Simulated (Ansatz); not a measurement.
CH₇BGeSe (`C[Se][BH][GeH3]`). The species carries charge 0 and has multiplicity 1.

Cartesian coordinates in Å:
```
C 0.167 -0.648 1.776
Se 1.506 0.619 1.138
B 0.968 0.988 -0.630
Ge -0.684 0.159 -1.529
H 0.193 -1.547 1.164
H 0.418 -0.893 2.806
H -0.819 -0.190 1.735
H 1.688 1.760 -1.187
H -0.584 -1.381 -1.555
H -1.968 0.494 -0.742
H -0.885 0.638 -2.976
```

(1) What are the harmonic wavenumbers in cm⁻¹ at PBE0-D4/def2-TZVP (Ansatz, finite differences of forces, unscaled)? (Best estimate.)

(2) Is this a minimum?

(3) Give the ideal-gas thermochemistry at 298.15 K and 1 bar (rigid rotor, harmonic oscillator; point group Cs, symmetry number 1).

Results:

(1) The calculation gave: 62, 88, 111, 173, 210, 437, 451, 590, 611, 728, 757, 815, 882, 891, 911, 926, 1012, 1307, 1463, 1463, 2122, 2124, 2149, 2642, 3080, 3184, 3185.

(2) Yes, all 27 modes are real.

(3) Zero-point energy 193.6 kJ/mol; H(298) − E = 216.2 kJ/mol; entropy 374.9 J/(mol·K), of which translation 173.7, rotation 118.7, vibration 82.6; G(298) − E = 104.4 kJ/mol. Modes under 100 cm⁻¹ are hindered rotations or soft bends, so the harmonic entropy is rough.
